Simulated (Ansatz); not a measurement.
Total energies of `COc1ccc(-c2cc3sc(-c4cc5sc(-c6cc7sc(-c8ccc(C(F)=C(F)F)cc8)cc7s6)cc5s4)cc3s2)cc1` from Ansatz at PBE0-D4/def2-TZVP, gas phase (1 Eh = 27.2114 eV = 2625.5 kJ/mol). The reference geometry is relaxed at PBE-D4/def2-SVP.

```
                state   geometry  energy (Eh)
     charge 0 singlet  reference  -4029.71575
     charge 1 doublet  reference  -4029.49505
    charge -1 doublet  reference  -4029.77782
free C atom (triplet)          –    -37.80537
free O atom (triplet)          –    -75.01860
free S atom (triplet)          –   -397.97371
free F atom (doublet)          –    -99.67617
free H atom (doublet)          –     -0.50104
```

Single mean-field runs in def2-TZVP are fitted with def2-universal-jkfit.

Work out the vertical ionisation energy to the doublet.

E(charge 1 doublet) − E(charge 0 singlet) = -4029.49505 − (-4029.71575) = 0.22070 Eh = 6.01 eV. For comparison, −ε of the highest occupied level is 5.14 eV at this level, 0.87 eV less.

Work out the vertical electron affinity, to the doublet.

E(charge 0 singlet) − E(charge -1 doublet) = -4029.71575 − (-4029.77782) = 0.06207 Eh = 1.69 eV. The basis lacks diffuse functions, which makes affinities too small.

Give the fundamental gap IE − EA, the Mulliken electronegativity (IE + EA)/2 and the hardness (IE − EA)/2.

From the values in Eh: IE − EA = 0.22070 − 0.06207 = 0.15863 Eh = 4.32 eV; (IE + EA)/2 = 3.85 eV; (IE − EA)/2 = 2.16 eV. The HOMO–LUMO gap of the same run is 2.67 eV, 1.65 eV smaller than the fundamental gap.

What is the binding energy per atom against free atoms?

Atoms: 33 × (-37.80537) + 1 × (-75.01860) + 6 × (-397.97371) + 3 × (-99.67617) + 17 × (-0.50104) = -4017.98426 Eh. Binding: -4017.98426 − (-4029.71575) = 11.73149 Eh = 319.23 eV, or 5.32 eV for each of 60 atoms (no zero-point energy, no counterpoise term).
